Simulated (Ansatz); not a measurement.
`OC1CO[SiH2]1`, charge 0, multiplicity 1.

(1) Give a relaxed structure at PBE0-D4/def2-TZVP (Ansatz). (An estimate is asked.)

## Answers

(1) The calculation gave: 
Z-matrix (Å, degrees):
```
C
C 1 1.543
Si 1 2.278 2 55.8
O 1 1.447 2 102.6 3 2.2
H 1 1.093 2 114.1 3 120.5
H 1 1.093 2 110.2 3 -115.6
O 2 1.414 1 110.3 3 118.9
H 2 1.096 1 112.0 3 -116.2
H 3 1.488 1 123.6 2 -93.3
H 3 1.489 1 127.3 2 95.2
H 7 0.960 2 108.8 1 -170.0
```
This is one stationary point; other conformers may exist.
